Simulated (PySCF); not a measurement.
H9N3Si2, SMILES N[SiH2]N[SiH2]N. Geometry optimised at B3LYP-D3(BJ)/def2-SVP. Other conformers were not sampled.

Computed equilibrium geometry at B3LYP-D3(BJ)/def2-SVP (PySCF confirms it by a frequency run) as bond lengths and angles, and its point group (one conformer of several):
point group Cs.
Atoms: N1 Si2 N3 Si4 N5 H6 H7 H8 H9 H10 H11 H12 H13 H14. Bond lengths (Å): N1–Si2 1.732, N1–H6 1.015, N1–H7 1.015, Si2–N3 1.740, Si2–H8 1.494, Si2–H9 1.495, N3–Si4 1.740, N3–H10 1.020, Si4–N5 1.732, Si4–H11 1.494, Si4–H12 1.495, N5–H13 1.015, N5–H14 1.015. Angles (°): Si2–N1–H6 119.8, Si2–N1–H7 121.2, H6–N1–H7 111.3, N1–Si2–N3 109.1, N1–Si2–H8 116.8, N1–Si2–H9 103.7, N3–Si2–H8 104.8, N3–Si2–H9 114.5, H8–Si2–H9 108.3, Si2–N3–Si4 131.7, Si2–N3–H10 114.2, Si4–N3–H10 114.2, N3–Si4–N5 109.1, N3–Si4–H11 104.8, N3–Si4–H12 114.5, N5–Si4–H11 116.8, N5–Si4–H12 103.7, H11–Si4–H12 108.3, Si4–N5–H13 121.2, Si4–N5–H14 119.8, H13–N5–H14 111.3.
